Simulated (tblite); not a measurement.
A geometry optimisation, step by step.

Compound: C₅H₈N₂Si.
Numbering: `[H]/[N:1]=[CH:2]\[SiH2:3][n:4]1[cH:5][cH:6][cH:7][cH:8]1` (hydrogens: H9 on N1; H10 on C2; H11, H12 on Si3; H13 on C5; H14 on C6; H15 on C7; H16 on C8)

Computed with GFN2-xTB (tblite), gas phase: L-BFGS steps from a force-field or distance-geometry start until the largest atomic force falls under 0.01 eV/Å. 13 of its 133 geometries are shown.

Step 0: E = -607.1200 eV, largest atomic force 2.486 eV/Å
```
atom  x, y, z in Å  |  force x, y, z in eV/Å
N1     -2.606    1.337    0.516   -0.732  -0.756  -0.706
C2     -2.628    0.186   -0.045   -0.305   2.063   0.818
Si3    -1.291   -1.061    0.123    1.610  -1.421  -0.647
N4      0.337   -0.301    0.154   -1.852  -1.567   0.545
C5      1.434   -0.969    0.638    0.560   0.020   0.023
C6      2.506   -0.115    0.519    0.988  -1.858   0.911
C7      2.056    1.067   -0.019   -0.263   1.469  -0.560
C8      0.706    0.933   -0.229    0.591   1.503  -0.477
H9     -1.789    1.564    1.086    0.006  -0.242  -0.164
H10    -3.506   -0.070   -0.642    0.089   0.335   0.190
H11    -1.393   -1.917   -1.097    0.174   0.232   0.260
H12    -1.507   -1.945    1.275    0.161   0.255   0.079
H13     1.415   -1.995    1.028   -0.236   0.861  -0.393
H14     3.530   -0.358    0.814   -0.562   0.184  -0.172
H15     2.668    1.940   -0.219   -0.309  -0.254   0.013
H16     0.060    1.713   -0.646    0.080  -0.826   0.281
```

Step 11: E = -607.4315 eV, largest atomic force 0.089 eV/Å
```
atom  x, y, z in Å  |  force x, y, z in eV/Å
N1     -2.640    1.356    0.526   -0.019   0.035  -0.009
C2     -2.602    0.229   -0.029    0.015   0.025   0.009
Si3    -1.244   -1.111    0.057   -0.016   0.065   0.031
N4      0.318   -0.329    0.189   -0.035  -0.021  -0.020
C5      1.444   -0.969    0.645   -0.038  -0.031  -0.019
C6      2.518   -0.144    0.535   -0.007   0.005   0.015
C7      2.046    1.074   -0.018   -0.067  -0.028   0.005
C8      0.706    0.926   -0.218    0.026  -0.029  -0.033
H9     -1.817    1.605    1.077   -0.007  -0.037  -0.016
H10    -3.494   -0.016   -0.609    0.057   0.019   0.033
H11    -1.326   -1.939   -1.148    0.060   0.019  -0.010
H12    -1.433   -1.883    1.289    0.031   0.002  -0.023
H13     1.363   -1.976    1.007    0.080   0.018   0.023
H14     3.529   -0.371    0.818   -0.058   0.042  -0.024
H15     2.635    1.946   -0.234   -0.057  -0.066   0.017
H16    -0.011    1.610   -0.631    0.036  -0.019   0.020
```

Step 22: E = -607.4366 eV, largest atomic force 0.037 eV/Å
```
atom  x, y, z in Å  |  force x, y, z in eV/Å
N1     -2.635    1.371    0.526    0.015  -0.006   0.005
C2     -2.600    0.241   -0.024    0.021  -0.019  -0.011
Si3    -1.250   -1.111    0.061   -0.025   0.026  -0.010
N4      0.316   -0.345    0.187   -0.007  -0.003   0.009
C5      1.444   -0.977    0.646    0.005  -0.002   0.012
C6      2.511   -0.144    0.536   -0.004   0.004   0.014
C7      2.032    1.067   -0.022   -0.005   0.005   0.006
C8      0.697    0.909   -0.225    0.002   0.001  -0.003
H9     -1.813    1.612    1.082    0.003  -0.006  -0.002
H10    -3.489    0.002   -0.609    0.031   0.005   0.017
H11    -1.297   -1.920   -1.160   -0.018   0.006   0.011
H12    -1.425   -1.892    1.288   -0.009  -0.004  -0.027
H13     1.385   -1.980    1.020   -0.003  -0.008   0.003
H14     3.523   -0.357    0.821    0.013   0.005  -0.002
H15     2.614    1.941   -0.234   -0.002   0.009  -0.015
H16    -0.020    1.593   -0.636   -0.016  -0.015  -0.008
```

Step 33: E = -607.4390 eV, largest atomic force 0.038 eV/Å
```
atom  x, y, z in Å  |  force x, y, z in eV/Å
N1     -2.607    1.382    0.535    0.002  -0.022  -0.008
C2     -2.582    0.254   -0.019    0.015   0.000   0.011
Si3    -1.253   -1.117    0.056    0.010  -0.035  -0.010
N4      0.316   -0.361    0.199   -0.010   0.002  -0.005
C5      1.451   -0.976    0.665   -0.022  -0.009  -0.009
C6      2.509   -0.131    0.546   -0.002  -0.008   0.004
C7      2.016    1.067   -0.026    0.005   0.002  -0.003
C8      0.684    0.891   -0.228   -0.010  -0.008  -0.015
H9     -1.785    1.613    1.095    0.003  -0.011  -0.001
H10    -3.469    0.023   -0.609   -0.011   0.027   0.011
H11    -1.313   -1.901   -1.181   -0.002   0.009   0.018
H12    -1.448   -1.925    1.262    0.009   0.014  -0.023
H13     1.403   -1.979    1.041    0.001  -0.005   0.026
H14     3.524   -0.331    0.829    0.009   0.002   0.011
H15     2.588    1.944   -0.253    0.012   0.020  -0.006
H16    -0.042    1.555   -0.655   -0.008   0.023  -0.002
```

Step 44: E = -607.4409 eV, largest atomic force 0.046 eV/Å
```
atom  x, y, z in Å  |  force x, y, z in eV/Å
N1     -2.566    1.381    0.557   -0.003  -0.009   0.005
C2     -2.568    0.261   -0.014   -0.001  -0.002   0.023
Si3    -1.257   -1.128    0.037    0.019  -0.017   0.004
N4      0.311   -0.372    0.192   -0.009   0.020   0.020
C5      1.446   -0.969    0.682   -0.018  -0.005   0.001
C6      2.500   -0.119    0.558   -0.010  -0.006   0.005
C7      2.004    1.067   -0.039    0.001   0.001   0.005
C8      0.674    0.877   -0.250   -0.005   0.010  -0.001
H9     -1.734    1.585    1.113    0.004  -0.003   0.000
H10    -3.466    0.059   -0.598    0.001   0.002  -0.001
H11    -1.327   -1.898   -1.207    0.009   0.009  -0.007
H12    -1.448   -1.954    1.230    0.002   0.009  -0.001
H13     1.400   -1.959    1.090    0.003  -0.017  -0.011
H14     3.513   -0.306    0.855   -0.010   0.009   0.003
H15     2.568    1.947   -0.274    0.009  -0.005   0.000
H16    -0.056    1.537   -0.675    0.009   0.005  -0.045
```

Step 55: E = -607.4435 eV, largest atomic force 0.031 eV/Å
```
atom  x, y, z in Å  |  force x, y, z in eV/Å
N1     -2.506    1.368    0.604   -0.008   0.010   0.012
C2     -2.554    0.263    0.005   -0.017  -0.013   0.020
Si3    -1.261   -1.143    0.012   -0.003   0.025  -0.009
N4      0.296   -0.371    0.184    0.006   0.011  -0.003
C5      1.423   -0.949    0.713    0.009  -0.013  -0.013
C6      2.475   -0.098    0.586    0.001  -0.008   0.001
C7      1.987    1.067   -0.054    0.013  -0.002   0.001
C8      0.662    0.866   -0.288    0.023   0.007  -0.020
H9     -1.657    1.530    1.147   -0.008   0.013   0.003
H10    -3.466    0.104   -0.568    0.006  -0.014   0.001
H11    -1.325   -1.879   -1.252   -0.006  -0.007  -0.016
H12    -1.438   -1.992    1.189   -0.008  -0.004  -0.001
H13     1.374   -1.932    1.137    0.000  -0.005   0.013
H14     3.483   -0.273    0.906   -0.003   0.008   0.015
H15     2.556    1.940   -0.304   -0.005   0.003   0.000
H16    -0.056    1.507   -0.760   -0.001  -0.012  -0.003
```

Step 66: E = -607.4465 eV, largest atomic force 0.067 eV/Å
```
atom  x, y, z in Å  |  force x, y, z in eV/Å
N1     -2.473    1.352    0.686    0.002   0.031   0.002
C2     -2.544    0.268    0.054   -0.023  -0.056  -0.029
Si3    -1.262   -1.147   -0.031   -0.027   0.059  -0.018
N4      0.300   -0.385    0.141   -0.001   0.006   0.001
C5      1.405   -0.929    0.741    0.038  -0.008   0.026
C6      2.454   -0.072    0.628   -0.010   0.002   0.021
C7      1.986    1.060   -0.082    0.000   0.015   0.007
C8      0.675    0.836   -0.365    0.023   0.013  -0.010
H9     -1.603    1.498    1.201    0.000   0.006   0.003
H10    -3.475    0.127   -0.494   -0.011   0.006   0.014
H11    -1.343   -1.832   -1.320   -0.020  -0.011  -0.045
H12    -1.440   -2.039    1.110    0.021  -0.027   0.035
H13     1.344   -1.892    1.207    0.006  -0.014   0.010
H14     3.445   -0.217    1.013    0.008  -0.003  -0.014
H15     2.555    1.932   -0.339    0.001  -0.013  -0.006
H16    -0.030    1.448   -0.893   -0.007  -0.005   0.003
```

Step 77: E = -607.4487 eV, largest atomic force 0.033 eV/Å
```
atom  x, y, z in Å  |  force x, y, z in eV/Å
N1     -2.457    1.341    0.729    0.000   0.012   0.005
C2     -2.551    0.265    0.087    0.004  -0.021  -0.010
Si3    -1.265   -1.143   -0.062   -0.003   0.032  -0.009
N4      0.303   -0.393    0.121    0.006  -0.022   0.021
C5      1.394   -0.913    0.770    0.014  -0.007   0.011
C6      2.441   -0.053    0.664   -0.002  -0.005  -0.008
C7      1.989    1.055   -0.093   -0.004  -0.004  -0.018
C8      0.689    0.814   -0.410   -0.008  -0.011   0.004
H9     -1.571    1.478    1.218    0.002   0.013  -0.007
H10    -3.500    0.134   -0.433    0.003  -0.010   0.014
H11    -1.378   -1.773   -1.377    0.005  -0.005  -0.014
H12    -1.410   -2.075    1.053    0.001  -0.019   0.008
H13     1.330   -1.864    1.262   -0.018   0.010  -0.001
H14     3.424   -0.184    1.074   -0.016   0.002  -0.001
H15     2.562    1.919   -0.366    0.019   0.012   0.005
H16    -0.006    1.402   -0.978   -0.005   0.025  -0.001
```

Step 88: E = -607.4508 eV, largest atomic force 0.050 eV/Å
```
atom  x, y, z in Å  |  force x, y, z in eV/Å
N1     -2.455    1.336    0.751    0.001   0.003   0.013
C2     -2.563    0.246    0.133   -0.008   0.000   0.007
Si3    -1.262   -1.136   -0.091   -0.002  -0.006   0.006
N4      0.301   -0.384    0.115    0.020  -0.027   0.021
C5      1.373   -0.893    0.804    0.003  -0.012  -0.033
C6      2.432   -0.048    0.689   -0.021   0.031   0.003
C7      2.003    1.040   -0.112   -0.011   0.023   0.023
C8      0.705    0.803   -0.445    0.008  -0.011   0.016
H9     -1.546    1.500    1.188    0.007   0.001  -0.021
H10    -3.537    0.086   -0.328   -0.014  -0.003   0.008
H11    -1.394   -1.690   -1.440    0.021  -0.007  -0.002
H12    -1.366   -2.135    0.971   -0.024   0.010  -0.014
H13     1.284   -1.828    1.322    0.010   0.009   0.006
H14     3.406   -0.166    1.125   -0.043  -0.020  -0.017
H15     2.588    1.893   -0.389    0.023   0.019  -0.027
H16     0.023    1.384   -1.037    0.029  -0.010   0.011
```

Step 99: E = -607.4543 eV, largest atomic force 0.032 eV/Å
```
atom  x, y, z in Å  |  force x, y, z in eV/Å
N1     -2.454    1.327    0.776   -0.002   0.007   0.007
C2     -2.584    0.215    0.202   -0.005   0.000  -0.002
Si3    -1.260   -1.121   -0.135    0.003  -0.005   0.000
N4      0.298   -0.372    0.115   -0.005  -0.003  -0.017
C5      1.349   -0.866    0.844    0.008  -0.024   0.004
C6      2.418   -0.035    0.724   -0.001  -0.007   0.001
C7      2.021    1.027   -0.124   -0.004   0.021  -0.002
C8      0.730    0.790   -0.477    0.000   0.004   0.013
H9     -1.510    1.541    1.100    0.005  -0.006  -0.019
H10    -3.597    0.001   -0.138    0.003   0.006   0.007
H11    -1.373   -1.576   -1.522   -0.002   0.003  -0.006
H12    -1.362   -2.200    0.842   -0.002  -0.003   0.013
H13     1.245   -1.778    1.397   -0.019  -0.023   0.008
H14     3.378   -0.163    1.186    0.011   0.029  -0.007
H15     2.622    1.861   -0.429    0.017   0.004   0.008
H16     0.071    1.357   -1.105   -0.008  -0.002  -0.008
```

Step 110: E = -607.4551 eV, largest atomic force 0.023 eV/Å
```
atom  x, y, z in Å  |  force x, y, z in eV/Å
N1     -2.441    1.329    0.774    0.001  -0.012  -0.020
C2     -2.582    0.215    0.206    0.005   0.004   0.011
Si3    -1.262   -1.123   -0.140   -0.001  -0.008  -0.009
N4      0.299   -0.378    0.111   -0.004   0.000  -0.005
C5      1.350   -0.870    0.843   -0.010   0.014   0.001
C6      2.415   -0.033    0.727    0.004   0.000   0.000
C7      2.017    1.030   -0.119   -0.005  -0.009   0.000
C8      0.727    0.788   -0.476   -0.011  -0.005   0.002
H9     -1.489    1.543    1.075   -0.002   0.003  -0.005
H10    -3.602   -0.003   -0.113    0.011   0.009   0.008
H11    -1.369   -1.572   -1.530   -0.008   0.005   0.019
H12    -1.375   -2.201    0.839    0.011   0.005  -0.006
H13     1.242   -1.781    1.398    0.004  -0.002  -0.013
H14     3.376   -0.149    1.188    0.014  -0.008   0.016
H15     2.620    1.864   -0.420   -0.009   0.005   0.007
H16     0.067    1.352   -1.106    0.001   0.000  -0.004
```

Step 121: E = -607.4570 eV, largest atomic force 0.022 eV/Å
```
atom  x, y, z in Å  |  force x, y, z in eV/Å
N1     -2.379    1.333    0.786   -0.006   0.003  -0.002
C2     -2.566    0.197    0.281    0.006   0.000   0.005
Si3    -1.268   -1.128   -0.180    0.004   0.005  -0.001
N4      0.302   -0.400    0.066   -0.010   0.004  -0.005
C5      1.323   -0.858    0.860   -0.003  -0.010   0.007
C6      2.379   -0.007    0.776    0.019  -0.001   0.011
C7      2.007    1.030   -0.113    0.003   0.008  -0.001
C8      0.739    0.759   -0.525   -0.012  -0.001  -0.007
H9     -1.402    1.571    0.969    0.002  -0.001  -0.004
H10    -3.612   -0.045    0.090   -0.003   0.004   0.001
H11    -1.417   -1.484   -1.591   -0.004  -0.006  -0.010
H12    -1.350   -2.264    0.731    0.001  -0.010   0.009
H13     1.203   -1.761    1.426    0.004   0.004  -0.004
H14     3.318   -0.096    1.287    0.008  -0.011   0.004
H15     2.612    1.866   -0.404   -0.010   0.003   0.001
H16     0.103    1.295   -1.203    0.002   0.005  -0.005
```

Step 132: E = -607.4575 eV, largest atomic force 0.006 eV/Å
```
atom  x, y, z in Å  |  force x, y, z in eV/Å
N1     -2.384    1.349    0.747   -0.004   0.004  -0.001
C2     -2.566    0.204    0.260    0.003   0.004   0.003
Si3    -1.267   -1.134   -0.162    0.003   0.001  -0.003
N4      0.302   -0.401    0.074    0.001  -0.003   0.000
C5      1.337   -0.875    0.840   -0.001   0.000   0.000
C6      2.390   -0.019    0.762   -0.003  -0.002   0.001
C7      2.000    1.039   -0.095    0.001  -0.002   0.001
C8      0.728    0.774   -0.496   -0.001  -0.001   0.001
H9     -1.409    1.590    0.934    0.002  -0.002   0.000
H10    -3.610   -0.040    0.063    0.000  -0.002  -0.001
H11    -1.417   -1.531   -1.563    0.002   0.001   0.001
H12    -1.354   -2.245    0.779    0.002   0.002  -0.001
H13     1.228   -1.792    1.385    0.003   0.001  -0.001
H14     3.337   -0.120    1.255   -0.002   0.001   0.001
H15     2.595    1.887   -0.372    0.001  -0.001  -0.002
H16     0.083    1.324   -1.155   -0.005   0.000   0.000
```

Task: Summarise the path.

Result: The energy falls by 7.78 kcal/mol from step 0 to step 132; nine tenths of that is first reached at step 9. It never rises by more than 0.2 meV. The largest force goes from 2.486 to 0.006 eV/Å. Among the bonds C2–Si3 changes most, from 1.836 to 1.912 Å; the atoms move by 0.425 Å rms after alignment.

The cost below is that of the whole relaxation. Hardware: an Arm Neoverse N1 with one thread (shared host). Cost: 1.5 s of wall time.
